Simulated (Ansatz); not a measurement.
Molecule (SMILES): [Si]Br (Si-Br), doublet.
Atoms: Si1, Br2. Bonds: Si1-Br2.

Basis-set convergence of the highest harmonic wavenumber at B3LYP with Ansatz (a first-principles code). Each level at its own minimum, finite differences of forces, unscaled; the reference is a large set that could be run, not a limit. Cartesian d functions, on some or all atoms, in 3-21G, 6-31G, 6-31G**, 6-311G**; all else is spherical. The program fits the integrals of some runs and decomposes those of others, by size. Open shells are unrestricted. No added dispersion term, no relativity. Reference: the value in pcseg-3, 401 cm⁻¹.

| basis | functions | highest harmonic wavenumber (cm⁻¹) |
|---|---|---|
| STO-3G | 27 | [?] |
| pcseg-0 | 35 | [?] |
| 3-21G | 36 | [?] |
| 6-31G | 42 | 353 |
| def2-SVP | 50 | [?] |
| 6-31G** | 54 | 402 |
| def2-SVPD | 65 | 398 |
| aug-cc-pV(D+d)Z | 68 | 395 |
| 6-311G** | 71 | 394 |
| pcseg-2 | 77 | 402 |
| def2-TZVPD | 100 | 401 |
| def2-TZVPPD | 105 | 401 |
| aug-pcseg-2 | 109 | 401 |
| aug-cc-pV(T+d)Z | 114 | 401 |
| cc-pV(Q+d)Z | 132 | 401 |
| pcseg-3 | 132 | 401 |
| def2-QZVP | 145 | 401 |
| def2-QZVPP | 159 | 401 |

Task: What belongs in the gaps?

Result: 
- STO-3G, highest harmonic wavenumber (cm⁻¹): 493
- pcseg-0, highest harmonic wavenumber (cm⁻¹): 356
- 3-21G, highest harmonic wavenumber (cm⁻¹): 351
- def2-SVP, highest harmonic wavenumber (cm⁻¹): 411
